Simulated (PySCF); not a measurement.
Species: C₇H₆ (charge -1 and doublet state).
Z-matrix (Å and degrees, GFN2-xTB geometry), rows numbered from 1:
```
C 
C   1  1.2356
C   2  1.4466  1  167.02
C   3  1.4727  2  114.23  1    47.71
C   4  1.2098  3  162.71  2    65.70
C   3  1.4918  2   98.02  1   167.45
C   6  1.3836  3  124.23  2   115.56
H   1  1.0733  2  139.28  3   177.64
H   3  1.1006  2  110.85  1   -76.67
H   5  1.0533  4  175.60  3   173.51
H   6  1.0831  3  116.06  2   -65.49
H   7  1.0806  6  121.26  3    -3.03
H   7  1.0810  6  120.93  3  -168.68
```

The hyperfine couplings belong to this conformer and change with its torsions.

As a line formula: `[H]/[C-]=[C]/[C@H](C#C)C=C` [radical] (charge -1).

Computed, not measured: UKS B3LYP, pcH-1 on C H, non-relativistic, mean-field spin-orbit, GIAO in PySCF 2.14.0. Whether the extra electron is bound in the gas phase wasn't checked; a finite basis holds it in any case. A GFN2-xTB geometry isn't a minimum of the functional, and hyperfine couplings can be far from their values at a DFT geometry, by a factor of two or more for some ions and for spin on atoms past the first row. The SCF solution wasn't tested for stability.

Principal values of hyperfine tensors in MHz (contact and dipolar terms together), for some of the nuclei:

```
atom  isotope      A1      A2      A3
  C4      13C   88.76   91.72  106.67
  C1      13C   56.21   59.05  115.04
  H8       1H   54.80   64.01   72.92
  C7      13C    0.40    0.89   84.48
 H12       1H  -35.25  -20.34   -8.59
 H13       1H  -33.08  -17.42   -5.45
  C5      13C    9.66   12.05   29.52
  C3      13C   13.26   14.05   16.06
```

(1) Split each tensor into its isotropic and traceless parts, and turn a_iso into mT with g = 2.0022.

(2) What spin density at the nucleus of C1 lies behind its contact coupling (g_N = 1.40482)?

(3) H11 (1H, g_N = 5.58569) isn't in the table. Its spin density at the nucleus is -0.002659 bohr⁻³. What is its contact coupling?

(4) Name the largest traceless tensor T of the table and describe it.

(5) What first-order splitting does C1 cause when the field lies along A1, A2 or A3 of its tensor (g taken as isotropic, no quadrupole term)?

## Answers

(1) a_iso = (A1 + A2 + A3)/3, Ti = Ai − a_iso; 1 mT corresponds to 28.023 MHz.

```tsv
atom	a_iso (MHz)	a_iso (mT)	T1	T2	T3
C4	95.71	3.416	-6.96	-4.00	10.96
C1	76.77	2.739	-20.56	-17.72	38.27
H8	63.91	2.281	-9.11	0.10	9.01
C7	28.59	1.020	-28.19	-27.70	55.89
H12	-21.39	-0.763	-13.85	1.05	12.81
H13	-18.65	-0.666	-14.43	1.23	13.20
C5	17.08	0.609	-7.42	-5.03	12.45
C3	14.46	0.516	-1.20	-0.41	1.61
```

(2) a_FC = (2μ0/3) gₑ μB g_N μN ρ(0)/(2S·h) = 800.24 MHz × g_N × ρ(0)/(2S), with ρ in bohr⁻³. With a_FC = 76.77 MHz and 2S = 1, ρ(0) = 0.06829 bohr⁻³.

(3) By the same relation, a_FC = -11.89 MHz. Its full tensor has the principal values -19.38, -11.63, -4.64 MHz.

(4) C7: -28.2, -27.7, 55.9 MHz, axial, in the ratio −1:−1:+2, the form that spin in one p orbital centred on that nucleus gives.

(5) 2 lines (I = 1/2), spaced by |A_i|/(g × 13.996): 2.01, 2.11, 4.11 mT along the axes of A1, A2 and A3.

Time: 37 s of wall time (grids of density and orbitals included); peak memory 0.87 GiB. Hardware: Arm Neoverse V2, one thread, no GPU, shared host with 48 logical CPUs at a one-minute load of 18.

The SMILES draws the unpaired electron on C4; the largest computed Mulliken spin population is on C7 (0.38 against 0.06).
